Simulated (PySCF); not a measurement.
## Palladium: a sound run and one with changed settings

Sound run: Pd [Kr] 4d10, Pd⁺ [Kr] 4d9. Computed with PySCF 2.14 in cc-pVDZ-PP with ECP28MDF (4s4p3d1f, 38 functions), with scalar relativity through the core potential. The sound run starts from symmetry-adapted Hartree-Fock orbitals and uses a fine grid where one is needed.

Changed run: initial guess 1e, at most 8 SCF cycles. This setting is unsound on purpose.

```
species  method  sound run (hartree)  changed run (hartree)  converged
     Pd     UHF           -126.60716             -126.60715         no
     Pd    TPSS           -127.38960             -126.74789         no
     Pd     LDA           -127.20822             -127.20311         no
    Pd⁺     UHF           -126.37625             -126.37609         no
    Pd⁺    TPSS           -127.08053             -127.08104         no
    Pd⁺     LDA           -126.86992             -126.86780         no
```

The SCF was stopped early; the energies are upper bounds that still move, and correlated levels were skipped or rest on poor orbitals.
